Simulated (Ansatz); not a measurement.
Abstraction of F: C2H3FSi + GeHF2 → C2H3Si + GeHF3

Species: C2H3FSi `C#C[SiH2]F`, singlet; GeHF2 `[F][GeH][F]`, doublet; C2H3Si `C#C[SiH2]`, doublet; GeHF3 `[F][GeH]([F])[F]`, singlet. A radical takes F: the energy is the difference in strength between the Si–F bond broken and the Ge–F bond made.

Shapes, held fixed at every level: PBE0-D4/def2-TZVP. Programs: Ansatz 0.2.0. The zero-point and thermal change to 298 K, harmonic and unscaled (PBE0-D4/def2-TZVP), is -2.3 kJ/mol.

(1) Estimate ΔH(298 K) of this reaction.

Results:

(1) The highest level, CCSD(T)/def2-TZVPP, gives ΔH(298 K) = +73.2 kJ/mol; the levels span +53.1 to +82.4. The column of differences is taken from that level and isn't an error. No measured value is set beside it here. Spin contamination: C2H3Si (⟨S²⟩ up to 0.85). Open shells run unrestricted unless RO is named. Relativity is left out for Ge unless named. Correlated rows may include outer-core shells of Ge, which these sets cover unevenly.

```tsv
level	kind	ΔH(298 K) (kJ/mol)	less CCSD(T)/def2-TZVPP
HF/def2-SVP	Hartree–Fock	+62.3	-10.9
HF/def2-TZVPP	Hartree–Fock	+77.8	+4.6
PBE-D4/def2-TZVPP	GGA	+78.9	+5.7
PBE0-D4/def2-TZVPP	global hybrid	+76.5	+3.3
wB97X-V/def2-TZVPP	range-separated hybrid	+82.4	+9.2
CCSD(T)/def2-SVP	coupled cluster or CI	+53.1	-20.1
CCSD/def2-SVP	coupled cluster or CI	+53.6	-19.6
CCSD(T)/def2-TZVPP	coupled cluster or CI	+73.2	0.0
```
